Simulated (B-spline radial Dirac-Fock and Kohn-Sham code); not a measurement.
Photoelectron lines of Ne⁺ at 306 eV

System: Ne⁺, [He] 2s2 2p5.

Input file task.json (cfg lists n, l and occupation; rrms is the nuclear radius in fm):

```json
{"items": [{
  "Z": 10,
  "q": 1,
  "cfg": [[1, 0, 2], [2, 0, 2], [2, 1, 5]],
  "A": 20,
  "rrms": 3.0055,
  "do": ["binding", "quiet", "photo"],
  "hv": [51.5, 64.2, 163.0, 264.0, 306.0, 534.0, 647.0, 683.0, 778.0, 1470.0, 2490.0, 4370.0, 7810.0, 11900.0, 12200.0, 12900.0, 26300.0, 34200.0, 35500.0, 49700.0, 55300.0, 58100.0, 115000.0, 123000.0]
}]}
```

Command: `python xray_run.py task.json out`

Model: Dirac-Hartree-Slater photoionisation with all multipoles and Dirac-Fock thresholds. Program: an atomic code on a B-spline grid. The asymmetry parameter β is from the dipole term alone. Kinetic energies are from the vacuum level. Open shells are spread statistically over j, without multiplet splitting.

The last column is dσ/dΩ = σ/(4π) · [1 − (β/2) P₂(cos θ)] at θ = 0° from the beam of unpolarised light.

| subshell | electrons | binding (eV) | kinetic (eV) | σ (kb) | β | dσ/dΩ (kb/sr) |
| --- | --- | --- | --- | --- | --- | --- |
| L1 (2s) | 2 | 68.97 | 237.0 | ? | ? | ? |
| L2 (2p1/2) | 1.67 | 41.11 | 264.9 | 68.2 | 1.39 | 1.65 |
| L3 (2p3/2) | 3.33 | 40.98 | 265.0 | 135 | 1.39 | 3.27 |

**Question.** What are σ and β for L1 (2s)?

**Answer.** σ = 143 kb, the largest of all subshells and 41 % of the total, and β = 2.00, which gives dσ/dΩ = 4.83e-05 kb/sr.

Run: 1.4 s of CPU time on 1 thread of Neoverse-V1 (shared host), peak memory 0.46 GiB.

Values without a named source are computed, but for edge energies of neutral atoms, which are taken from tables.
